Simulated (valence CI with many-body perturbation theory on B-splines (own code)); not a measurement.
**Tb16+: E2, M1 decay**

Calculated by configuration interaction combined with many-body perturbation theory (CI+MBPT): three valence electrons over a frozen Dirac-Fock core [Kr] 4d10, a basis of 7 s, 7 p, 7 d, 7 f, 4 g, 2 h functions for each j, with the one-electron correlation potential Σ1 (screened to all orders), the two-electron term Σ2, the three-electron term Σ3, Breit, model QED; selected single and double excitations, second order for the rest, scaled by the run's own slope (own B-spline code, finite nucleus).

No measured spectrum was set against this ion. As an estimate, terms of the open shell hold to a few per cent of their energy, and close levels can change places.

Lines 51 to 100 of 120 in falling wavelength, among levels below 865630 cm⁻¹, chosen from the decays that carry over 1 % of a level's rate. Wavelengths and rates use the calculated energies, so an error of 2000 cm⁻¹ moves a line at 6205 Å by 12 % and its rate by three times that or more. Electric multipoles are in the length gauge, E1 and E2 with the static RPA response of the core. S is in atomic units (e²a₀⁴ for E2 and M2, e²a₀⁶ for E3), for M1 in squared Bohr magnetons. Weak lines are less certain than strong ones. Lines between different terms over intervals too small for the method are left out, as are lines whose strength nearly cancels. Where a level lies close to another of its J and parity, the split of strength between their lines is uncertain.

Names give the largest LS component (configuration and term), which can be under half, so a name can repeat, a term be missing and a line seem to break the LS rules; names also repeat where a configuration has a term twice. Letters in brackets count levels of one name in rising energy.

| λ vac (Å) | Upper | Lower | Type | A (s⁻¹) | S (a.u.) |
| --- | --- | --- | --- | --- | --- |
| 6205 | 4f3 4G°_7/2 | 4f3 2H°_9/2 [a] | M1 | 2.71e-01 | 1.92e-02 |
| 6076 | 4f3 2L°_15/2 | 4f3 2K°_15/2 | M1 | 1.28e+01 | 1.70e+00 |
| 6005 | 4f3 4D°_5/2 | 4f3 4G°_7/2 | M1 | 4.31e-01 | 2.08e-02 |
| 5960 | 4f3 2D°_3/2 [a] | 4f3 4F°_5/2 | M1 | 1.39e+01 | 4.35e-01 |
| 5894 | 4f3 4D°_1/2 | 4f3 2D°_3/2 [a] | M1 | 1.98e+00 | 3.01e-02 |
| 5600 | 4f3 4G°_9/2 | 4f3 2H°_9/2 [a] | M1 | 6.91e+00 | 4.50e-01 |
| 5512 | 4f3 2G°_9/2 [a] | 4f3 4F°_7/2 | M1 | 4.49e+00 | 2.79e-01 |
| 5491 | 4f3 2I°_13/2 | 4f3 2K°_15/2 | M1 | 1.28e+00 | 1.10e-01 |
| 5327 | 4f3 2P°_1/2 | 4f3 4S°_3/2 | M1 | 1.28e+01 | 1.43e-01 |
| 5272 | 4f3 2H°_9/2 [a] | 4f3 4I°_11/2 | M1 | 9.60e+00 | 5.21e-01 |
| 5174 | 4f3 2I°_11/2 | 4f3 2K°_13/2 | M1 | 1.67e+00 | 1.03e-01 |
| 5001 | 4f3 2L°_17/2 | 4f3 2K°_15/2 | M1 | 1.15e+01 | 9.60e-01 |
| 4915 | 4f3 2D°_3/2 [a] | 4f3 4F°_3/2 | M1 | 1.08e+01 | 1.90e-01 |
| 4774 | 4f3 2D°_5/2 [a] | 4f3 4S°_3/2 | M1 | 1.77e+00 | 4.29e-02 |
| 4769 | 4f3 2D°_5/2 [a] | 4f3 4F°_7/2 | M1 | 1.78e+01 | 4.30e-01 |
| 4624 | 4f3 4D°_5/2 | 4f3 2G°_7/2 [a] | M1 | 5.15e-01 | 1.13e-02 |
| 4550 | 4f3 2L°_15/2 | 4f3 2K°_13/2 | M1 | 1.52e+01 | 8.47e-01 |
| 4521 | 4f3 4D°_7/2 | 4f3 4G°_9/2 | M1 | 5.22e-01 | 1.43e-02 |
| 4458 | 4f3 4D°_5/2 | 4f3 4G°_5/2 | M1 | 3.43e+00 | 6.76e-02 |
| 4447 | 4f3 2G°_9/2 [a] | 4f3 2H°_9/2 [a] | M1 | 1.09e+00 | 3.55e-02 |
| 4431 | 4f3 4D°_3/2 | 4f3 4G°_5/2 | M1 | 5.34e-01 | 6.89e-03 |
| 4365 | 4f3 2H°_11/2 [a] | 4f3 4I°_13/2 | M1 | 1.37e+01 | 5.06e-01 |
| 4273 | 4f3 2D°_5/2 [a] | 4f3 4F°_5/2 | M1 | 3.62e+00 | 6.28e-02 |
| 4214 | 4f3 2I°_13/2 | 4f3 2K°_13/2 | M1 | 6.85e+00 | 2.66e-01 |
| 4193 | 4f3 2I°_11/2 | 4f3 2H°_11/2 [a] | M1 | 5.61e+00 | 1.84e-01 |
| 4191 | 4f3 4D°_7/2 | 4f3 4G°_7/2 | M1 | 7.30e-01 | 1.59e-02 |
| 4032 | 4f3 2P°_1/2 | 4f3 4F°_3/2 | M1 | 4.92e+00 | 2.39e-02 |
| 4023 | 4f3 2H°_9/2 [a] | 4f3 4I°_9/2 | M1 | 2.22e+01 | 5.37e-01 |
| 3707 | 4f3 2D°_5/2 [a] | 4f3 4F°_3/2 | M1 | 1.77e+00 | 2.01e-02 |
| 3683 | 4f3 4F°_9/2 | 4f3 4I°_11/2 | M1 | 4.63e+00 | 8.57e-02 |
| 3675 | 4f3 2K°_15/2 | 4f3 4I°_15/2 | M1 | 2.26e+01 | 6.67e-01 |
| 3646 | 4f3 2K°_13/2 | 4f3 4I°_13/2 | M1 | 9.44e+00 | 2.37e-01 |
| 3554 | 4f3 2P°_3/2 | 4f3 4S°_3/2 | M1 | 9.71e+00 | 6.46e-02 |
| 3539 | 4f3 2I°_13/2 | 4f3 2H°_11/2 [a] | M1 | 1.62e+00 | 3.73e-02 |
| 3521 | 4f3 4D°_5/2 | 4f3 4S°_3/2 | M1 | 1.03e+00 | 1.00e-02 |
| 3518 | 4f3 4D°_5/2 | 4f3 4F°_7/2 | M1 | 1.76e+00 | 1.71e-02 |
| 3476 | 4f3 2H°_11/2 [a] | 4f3 4I°_11/2 | M1 | 7.83e+00 | 1.46e-01 |
| 3425 | 4f3 4F°_7/2 | 4f3 4I°_9/2 | M1 | 4.41e-01 | 5.26e-03 |
| 3268 | 4f3 2P°_3/2 | 4f3 4F°_5/2 | M1 | 1.36e+01 | 7.06e-02 |
| 3241 | 4f3 4D°_5/2 | 4f3 4F°_5/2 | M1 | 3.42e-01 | 2.59e-03 |
| 3226 | 4f3 4D°_3/2 | 4f3 4F°_5/2 | M1 | 1.36e+00 | 6.78e-03 |
| 3196 | 4f3 4D°_1/2 | 4f3 4S°_3/2 | M1 | 1.43e+00 | 3.46e-03 |
| 3146 | 4f3 4D°_7/2 | 4f3 4F°_9/2 | M1 | 3.01e-01 | 2.78e-03 |
| 3035 | 4f3 2K°_15/2 | 4f3 4I°_13/2 | M1 | 1.78e+01 | 2.95e-01 |
| 3026 | 4f3 4F°_9/2 | 4f3 4I°_9/2 | M1 | 4.22e+00 | 4.34e-02 |
| 3004 | 4f3 2K°_13/2 | 4f3 4I°_11/2 | M1 | 2.14e+01 | 3.02e-01 |
| 2972 | 4f3 2I°_11/2 | 4f3 2H°_9/2 [a] | M1 | 2.28e+00 | 2.67e-02 |
| 2963 | 4f3 4D°_1/2 | 4f3 4F°_5/2 | E2 | 7.33e-02 | 2.99e-02 |
| 2927 | 4f3 2P°_3/2 | 4f3 4F°_3/2 | M1 | 3.80e+00 | 1.41e-02 |
| 2904 | 4f3 4D°_5/2 | 4f3 4F°_3/2 | M1 | 3.30e+00 | 1.80e-02 |
